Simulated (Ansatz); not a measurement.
`F[B]1[SiH2][SnH2]1` from Hartree–Fock to CCSD(T)

```xyz
8

F    -0.5542   -1.8517    1.6893
B    -0.4350   -1.1243    0.6018
Si   -1.2773    0.4138   -0.2258
Sn    1.3731    0.0346   -0.0487
H    -2.4387    1.2642    0.1622
H    -1.1452    0.2759   -1.7002
H     2.4935    0.5936    1.1177
H     1.9839    0.3937   -1.5963
```

Total charge 0; spin multiplicity 1. Correlated methods include outer-core shells of Sn, which these sets cover unevenly. Sn: def2 effective core potential. All single points use the PBE0-D4/def2-TZVP geometry. Frozen core, restricted reference, Ansatz.

```json
{"basis": "def2-SVP", "HF (Eh)": "-628.48653", "MP2 corr.": "-0.47958"}
{"basis": "def2-TZVPP", "HF (Eh)": "-628.75267", "MP2 corr.": "-0.80092"}
{"basis": "def2-QZVPP", "HF (Eh)": "-628.76836", "MP2 corr.": "-1.05235"}
```

Question: Estimate the CCSD correlation energy and the (T) correction in each basis where they were run (hartree).

Answer: 
```json
{"basis": "def2-SVP", "CCSD corr.": "-0.52358", "(T)": "-0.01754"}
{"basis": "def2-TZVPP", "CCSD corr.": "-0.82640", "(T)": "-0.03137"}
```
